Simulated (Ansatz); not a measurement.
Ansatz results at the PBE0-D4/def2-TZVP geometry: LUMO energy (ωB97M-V/def2-TZVPP) -0.47 eV; size of the dipole moment (ωB97M-V/def2-TZVPP) 2.12 D; HOMO energy (B3LYP/def2-TZVPP) -6.90 eV.

Each molecule was computed in one conformer, which needn't be the lowest.

(1) Which molecule gave them?
A. `C=[C]([GeH3])[TeH]`
B. `N[Si](O)([AlH2])[SiH3]`
C. `O[SiH2]N[SiH2][AlH2]`
D. `CCBSC`

Answers

(1) C. The others give `CCBSC`: 1.27, 1.90, -7.25; `N[Si](O)([AlH2])[SiH3]`: -0.34, 2.48, -6.61; `C=[C]([GeH3])[TeH]`: 0.97, 0.58, -5.98.

B3LYP here is the variant with VWN-RPA as its local correlation; programs differ in this.
